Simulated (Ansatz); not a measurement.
C₂H₆O₂Si (`OC1CO[SiH2]1`). Charge 0, multiplicity 1.

Cartesian coordinates in Å:
```
O 1.3335 0.2645 -1.2232
C 0.2933 -0.3959 -0.5303
C 0.6016 -0.4437 0.9809
O -0.5324 0.2474 1.5556
Si -1.2140 0.5925 0.0756
H 1.0514 0.4210 -2.1273
H 0.1055 -1.3935 -0.9423
H 0.6588 -1.4545 1.3921
H 1.5287 0.0945 1.1949
H -2.5834 0.0317 -0.0900
H -1.2429 2.0360 -0.2861
```

Task: What are the harmonic wavenumbers in cm⁻¹ at PBE0-D4/def2-TZVP (Ansatz, finite differences of forces, unscaled)? (Estimate.)

Result: Ansatz gave: 69, 215, 253, 397, 542, 556, 659, 723, 808, 867, 903, 977, 997, 1023, 1130, 1167, 1214, 1261, 1335, 1386, 1501, 2209, 2213, 3040, 3059, 3115, 3871.

Task: Is this a minimum?

Result: Yes, all 27 modes are real.

Task: Give the ideal-gas thermochemistry at 298.15 K and 1 bar (rigid rotor, harmonic oscillator; point group C1, symmetry number 1).

Result: Zero-point energy 212.3 kJ/mol; H(298) − E = 230.4 kJ/mol; entropy 322.1 J/(mol·K), of which translation 165.0, rotation 108.6, vibration 48.6; G(298) − E = 134.4 kJ/mol. Modes under 100 cm⁻¹ are hindered rotations or soft bends, so the harmonic entropy is rough.

Task: And at 400, 500, 600, 800 and 1000 K?

Result: 
```csv
T (K),H − E (kJ/mol),S (J/mol/K),G − E (kJ/mol)
400,241.5,353.9,100.0
500,254.7,383.2,63.1
600,269.7,410.5,23.4
800,303.8,459.5,-63.7
1000,342.1,502.0,-160.0
```
